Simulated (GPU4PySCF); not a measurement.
C₇H₁₀F₆, SMILES CC(F)(F)CC(F)(F)CC(C)(F)F. Atoms are numbered in the order given.

```xyz
23

C      2.7900    -0.7454     1.1319
C      2.5829    -0.0009    -0.1583
F      2.8124     1.3339     0.0495
F      3.5438    -0.4020    -1.0611
C      1.2488    -0.1647    -0.8716
C      0.0000     0.0000    -0.0266
F     -0.1287    -1.0853     0.8042
F      0.1287     1.0853     0.8042
C     -1.2488     0.1647    -0.8716
C     -2.5829     0.0009    -0.1583
C     -2.7900     0.7454     1.1319
F     -2.8124    -1.3339     0.0495
F     -3.5438     0.4020    -1.0611
H      2.1093    -0.3722     1.8908
H      2.6118    -1.8072     0.9831
H      3.8172    -0.5887     1.4525
H      1.2304     0.5611    -1.6832
H      1.2162    -1.1609    -1.3087
H     -1.2304    -0.5611    -1.6832
H     -1.2162     1.1609    -1.3087
H     -2.1093     0.3722     1.8908
H     -2.6118     1.8072     0.9831
H     -3.8172     0.5887     1.4525
```

The structure is a stationary point at ωB97M-D3(BJ)/def2-TZVP. One conformer was computed; it need not be the lowest.

Computed with M06-2X/def2-TZVPD in GPU4PySCF.

Mulliken values depend strongly on the basis, most of all with diffuse functions as here. Atomic charges (e):

```
atom  RESP (one stage)  Mulliken  meta-Löwdin
----  ----------------  --------  -----------
C1               -0.37     -1.44        -0.36
C2                0.45      1.38         0.59
F3               -0.23     -0.35        -0.31
F4               -0.25     -0.38        -0.32
C5               -0.16     -1.53        -0.25
C6                0.31      1.43         0.57
F7               -0.20     -0.37        -0.31
F8               -0.19     -0.37        -0.31
C9               -0.16     -1.53        -0.25
C10               0.44      1.38         0.59
C11              -0.37     -1.44        -0.36
F12              -0.22     -0.35        -0.31
F13              -0.24     -0.38        -0.32
H14               0.13      0.33         0.14
H15               0.12      0.32         0.13
H16               0.14      0.39         0.13
H17               0.09      0.47         0.14
H18               0.11      0.45         0.14
H19               0.09      0.47         0.14
H20               0.11      0.45         0.14
H21               0.13      0.33         0.14
H22               0.12      0.32         0.13
H23               0.14      0.39         0.13
```
